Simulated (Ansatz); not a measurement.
C₃H₈BF, SMILES `CCBCF`, relaxed with RKS PBE-D4/def2-SVP in Ansatz 0.2.0 from a rough embedded geometry. The force threshold is 0.03 eV/Å; the program also tests the step.

The species carries charge 0 and has multiplicity 1.

Start:

```xyz
13

C     0.725   -1.035   -1.279
C    -0.471   -0.456   -0.646
B    -0.142   -0.100    0.871
C    -0.392    1.418    1.432
F     0.555    2.225    0.748
H     0.525   -1.248   -2.403
H     1.071   -1.947   -0.822
H     1.557   -0.250   -1.312
H    -1.319   -1.229   -0.716
H    -0.819    0.442   -1.193
H     0.152   -0.980    1.611
H    -0.119    1.413    2.492
H    -1.322    1.746    1.218
```

```csv
step,energy (eV),largest force (eV/Å),largest move (Å)
1,-6620.1611,5.141,0.000
2,-6620.6329,1.401,0.175
3,-6620.7418,0.580,0.090
4,-6620.7849,0.551,0.138
5,-6620.8390,0.743,0.194
6,-6620.9219,0.328,0.200
7,-6620.9597,0.118,0.200
8,-6620.9712,0.257,0.200
9,-6620.9784,0.407,0.123
10,-6620.9878,0.243,0.061
11,-6621.0077,0.110,0.200
12 (rejected),-6621.0022,0.387,0.196
13,-6621.0122,0.114,0.098
14,-6621.0176,0.091,0.087
15,-6621.0186,0.059,0.027
16,-6621.0193,0.051,0.038
17 (rejected),-6621.0189,0.087,0.040
18,-6621.0196,0.013,0.020
```

End:

```xyz
13

C     0.751   -1.295   -1.349
C    -0.102   -0.181   -0.735
B    -0.056    0.047    0.805
C    -0.561    1.371    1.472
F    -1.003    2.353    0.585
H     0.525   -1.458   -2.423
H     0.599   -2.259   -0.823
H     1.831   -1.055   -1.277
H    -1.195   -0.416   -0.861
H    -0.005    0.785   -1.277
H     0.324   -0.825    1.576
H     0.268    1.788    2.101
H    -1.376    1.145    2.205
```

It took 21 s on 4 threads of an Arm Neoverse V2 on a shared host, with 0.14 GiB of host memory at the peak.
